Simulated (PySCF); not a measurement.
HCl, charge +1, doublet, at a GFN2-xTB geometry (a state made from the parent by changing its charge; the spin is typed, not shown lowest). Base run: PySCF with MP2/def2-TZVP.

The PySCF input:
```python
from pyscf import gto, scf, mp

mol = gto.M(
    atom='''
Cl   -0.000000   -0.000000   -0.073934
H     0.000000    0.000000    1.256873
''',
    basis='def2-tzvp',
    charge=1,
    spin=1,
    verbose=4,
)

mf = scf.UHF(mol)
mf.kernel()

pt = mp.MP2(mf)
pt.kernel()
print('E(MP2) = %.10f' % pt.e_tot)
mf.analyze()
```

Each row names what was changed in the base input (with any setting that the change needs).

| change | ΔE vs base (mEh) | MP2 correlation (Eh) | basis functions |
|---|---|---|---|
| base | 0.000 | -0.25487 | 43 |
| cart = on | -4.388 | -0.25855 | 48 |
| method = cisd | -11.421 | - | 43 |
| frozen = 5 | 99.409 | -0.15547 | 43 |
| method = ccsd | [?] | -0.25487 | 43 |
| frozen = 4 | 87.580 | -0.16729 | 43 |
| frozen = 6 | [?] | [?] | 43 |
| method = ccsd(t) | -31.353 | -0.25487 | 43 |
| density fitting = JK and correlation | 0.124 | -0.25477 | 43 |

Question: Fill in the missing entries.

Answer: 
- method = ccsd, ΔE vs base (mEh): -24.637
- frozen = 6, ΔE vs base (mEh): 157.1
- frozen = 6, MP2 correlation (Eh): -0.09776

Open shells are given as the SCF converged; they aren't shown to be the lowest states, and a large step between rows can be another state.
